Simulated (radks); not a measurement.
The europium ion Eu42+, configuration [Ar] 3d3.

Method: Dirac Kohn-Sham, LB94 model potential, spin-unpolarised, spherical densities, finite nucleus; open shells fill j = l - 1/2 first; Fermi nuclear charge, rms radius 5.1115 fm; computed with a radial shooting solver on a logarithmic mesh with Libxc functionals.

Energy parts (eV):
| part | energy |
|---|---|
| kinetic | 282056.58 |
| electron-nucleus | -574684.20 |
| Hartree | 40758.22 |
(The LB94 potential has no energy functional, so no total or exchange-correlation energy is given.)

Orbitals (lengths in bohr, moments of r in powers of bohr; r(max) is where P^2 peaks; r(90%) holds 90 % of the orbital's charge):
orbital	occ.	eigenvalue (eV)	<r^4>	r(90%)	<r^2>	r(max)	small-component weight
1s1/2	2	-50903.65	1.218e-06	0.0403	0.0006773	0.01419	5.51e-02
2s1/2	2	-10328.58	0.0001865	0.145	0.01042	0.08042	1.23e-02
2p1/2	2	-9945.195	0.0001151	0.129	0.007564	0.06080	1.23e-02
2p3/2	4	-9283.759	0.0001488	0.137	0.008753	0.06650	1.15e-02
3s1/2	2	-3808.714	0.005866	0.343	0.06305	0.2209	4.36e-03
3p1/2	2	-3656.440	0.005108	0.332	0.05760	0.2071	4.33e-03
3p3/2	4	-3500.319	0.006069	0.347	0.06308	0.2180	4.10e-03
3d3/2	3	-3265.222	0.003848	0.312	0.04769	0.1692	3.99e-03
3d5/2	0	-3228.635	0.004058	0.316	0.04915	0.1722	3.93e-03

The highest occupied level is 3d3/2 at -3265.2 eV. For comparison, the ionisation energy in NIST's Atomic Spectra Database is 3279 eV (theoretical). In exact Kohn-Sham theory the highest level is minus the ionisation energy, but local and semilocal functionals leave it too shallow, through self-interaction and a potential that decays too fast; potentials with the right tail come closer. The electron density at the nucleus is 5.782e+05 e/bohr^3.

Beside tabulated values, note that spin-unpolarised runs miss the spin-polarisation part of the exchange energy of open shells.
